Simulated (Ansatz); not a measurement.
`B[NH][GaH][O][SiH3]` + H₂O → `[OH][GaH][O][SiH3]` + `BN`  (formal hydrolysis of a Ga–N bond)

Gas-phase electronic energies from Ansatz, PBE0-D4/def2-TZVP geometries. CBS: MP2 limit from def2 TZ/QZ plus the TZ coupled-cluster correction, frozen cores. This one scheme is used for every species. DFT in def2-TZVPP. For Ga outer-core shells are correlated without core-valence functions, which leaves a few kJ/mol of doubt a bond. Scalar relativity is left out up to krypton. Each species was taken in one conformer, which may not be the lowest.

| level | ΔE (kJ/mol) |
| --- | --- |
| B97M-V | -34.1 |
| r2SCAN0-D4 | -29.0 |
| BHLYP-D4 | -27.2 |
| CCSD/def2-TZVPP | -24.7 |

Problem. What does CCSD(T)/CBS give? (Best estimate.)

Solution. Computed: -21.9 kJ/mol. The listed levels differ from it by -12.2, -7.1, -5.3, -2.8 kJ/mol.

Largest T1 diagnostic among the species: 0.014.

From PBE to PBE0 (25 % exact exchange), in def2-TZVPP and without D4, ΔE moves by +4.6 kJ/mol. Leaving LDA and LC-ωPBE aside and taking each functional with its dispersion term where it has one, the values, not all of them listed here, spread over 7.8 kJ/mol, from B97M-V to PBE-QIDH. In def2-TZVPP, CCSD(T) changes the Hartree–Fock value by +4.6 kJ/mol (the triples alone add −0.1 kJ/mol) and MP2 by +5.3 kJ/mol.

CCSD(T)/CBS has its own doubt, a few kJ/mol and more with outer-core shells, so smaller differences from it don't rank the levels.
